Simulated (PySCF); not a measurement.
## Br⁺ (bromine, charge +1): PBE calculation

Configuration: [Ar] 3d10 4s1 4p4 5s1, high-spin 5P determinant (an excited configuration). All numbers are calculated (PySCF 2.14, a scalar-relativistic core potential, in aug-cc-pV5Z-PP with ECP10MDF (8s7p6d4f3g2h, 136 functions)).

```
Total energy                                                  : -415.4828 hartree
One-electron energy                                           : -713.0611 hartree
Hartree (Coulomb) energy                                      : 328.1795 hartree
Exchange-correlation energy                                   : -30.6012 hartree
⟨S²⟩                                                          : 6.0020
⟨L²⟩                                                          : 2.209
Sum of ⟨r⟩                                                    : 23.59 bohr
Sum of ⟨r²⟩                                                   : 45.85 bohr²
Traceless quadrupole moment −½Σ⟨3z² − r²⟩ along its main axis : 0.913 e·bohr²
```

```
shell  electrons  mean orbital energy (eV)  spread (eV)  rms radius, mean of both spins (bohr)
 3s α          1                   -245.35            0                                  0.595
 3s β          1                   -244.92            0                                  0.595
 3p α          3                   -191.25        0.748                                  0.614
 3p β          3                   -190.78        0.539                                  0.614
 3d α          5                   -86.198        0.726                                  0.644
 3d β          5                   -85.586        0.458                                  0.644
 4s α          1                   -37.085            0                                   1.69
 4p α          3                   -23.358        1.364                                   2.00
 4p β          1                   -20.462            0                                   2.00
 5s α          1                    -7.937            0                                   4.47
```

Energies and moments cover only the electrons outside the core potential. The outer electron is Rydberg-like, and this basis confines it to a smaller radius and binds it less than a complete one would.
